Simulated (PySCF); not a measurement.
Sc(OH) (HOSc), SMILES [OH][Sc]. Heavy atoms are numbered as in [Sc:1][OH:2]. Hydrogens are named by the atom that carries them.

The structure is a stationary point at PBE-D3(BJ)/def2-TZVP. The spin state was assumed, not searched.

The numbers are results of B3LYP/pcSseg-2 (PySCF), not measurements.

GIAO shieldings, no solvent; atoms alike by connectivity are averaged. δ = σ(ref) − σ: ¹⁷O against H2O (σ = 325.5 ppm); ¹H against TMS (σ = 31.68 ppm), references at their B3LYP-D3(BJ)/def2-TZVP geometries, non-relativistic.

Computed chemical shifts:
```tsv
nucleus	atoms	count	δ (ppm)
¹⁷O	O2 (OH)	1	302.4
¹H	H on O2	1	0.88
```
